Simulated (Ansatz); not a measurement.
Molecule: GaF2, charge 1, multiplicity 1. It need not be the lowest isomer of its formula. SMILES: [F][Ga+][F]
Coordinates optimised at B3LYP-D3(BJ)/def2-TZVP (Ansatz, a quantum-chemistry and plane-wave program):
```xyz
3

Ga     0.0000     0.0000     0.0000
F      0.0000     0.0000     1.6703
F      0.0000     0.0000    -1.6703
```
Charge +1, spin multiplicity 1.

**Question.** Give the harmonic wavenumbers at B3LYP-D3(BJ)/def2-TZVP (Ansatz, finite differences of forces, unscaled).

**Answer.** 170, 170, 718, 909 cm⁻¹. Zero-point energy 2.8 kcal/mol.

**Question.** From these and the geometry, give the ideal-gas thermochemistry at 298.15 K and 1 atm (rigid rotor, harmonic oscillator).

**Answer.** Point group D∞h, rotational symmetry number 2. Rotational constants 4.767, 4.767 GHz. S(trans) 39.94, S(rot) 14.86, S(vib) 5.30, S(elec, spin only) 0.00, S 60.1 cal/(mol K). H(298) - H(0) 2.94 kcal/mol; G - E(el) -12.2 kcal/mol.
